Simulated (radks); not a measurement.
Question: The mean radii <r> (bohr) of the occupied orbitals of an atom or ion are listed with their occupations. Calculated with a radial shooting solver on a logarithmic mesh with Libxc functionals: Dirac Kohn-Sham, PBE, spin-unpolarised, spherical densities, point nucleus.

orbital  occ.      <r>
1s1/2       2  0.03517
2s1/2       2   0.1534
2p1/2       2   0.1308
2p3/2       4   0.1353
3s1/2       2   0.4287
3p1/2       2   0.4233
3p3/2       4   0.4339
3d3/2       4   0.4132
3d5/2       6   0.4167
4s1/2       2    1.104
4p1/2       2    1.209
4p3/2       4    1.239
4d3/2     1.6    1.851
4d5/2     2.4    1.875
5s1/2       2    3.416

Name the element and its charge. Open shells, if any, are shared by 2j + 1.

Answer: Z = 42, molybdenum, charge 0: Mo in [Kr] 4d4 5s2. The 1s radius gives Z: for a bare nucleus <r> = (2 gamma + 1)/(2Z) with gamma = sqrt(1 - (Z/c)^2), 0.03457 bohr for Z = 42, and screening makes it slightly larger (0.03517 here). The occupations add up to 42, and the charge is Z minus that.
